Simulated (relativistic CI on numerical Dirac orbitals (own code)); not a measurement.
Spin-allowed bands of a d7 ion in an octahedral site, by hand

Problem. Take Δ = 8250 cm⁻¹ and B = 750 cm⁻¹ for a high-spin d7 ion in an octahedral site. Calculate the three spin-allowed bands.

Working.
1. The terms of highest spin are 4F (energy 0) and 4P (15B = 11250 cm⁻¹). Here the F term splits into A2 at +1.2Δ = 9900, T2 at +0.2Δ = 1650 and T1 at −0.6Δ = -4950 cm⁻¹.
2. The two T1 states mix through the element 0.4Δ: H = [[-4950, 3300], [3300, 11250]], with roots ½(H₁₁ + H₂₂) ∓ ½√[(H₂₂ − H₁₁)² + 4H₁₂²] = ½(6300) ∓ ½(17493) = -5596 and 11896 cm⁻¹.
3. The ground term is 4T1 at -5596 cm⁻¹.
4. Bands: 4T2 7246 cm⁻¹ (1380 nm), 4A2 15496 cm⁻¹ (645 nm), 4T1(P) 17493 cm⁻¹ (572 nm).

Check. Exact diagonalisation of the whole d7 shell with these parameters gives 4T2 7246, 4A2 15496, 4T1 17493 cm⁻¹. The match is exact, since without spin-orbit coupling no other term has this spin. The ratio of the second band to the first, 2.138, depends on Δ/B = 11.0 alone, which is how a Tanabe-Sugano diagram is read.
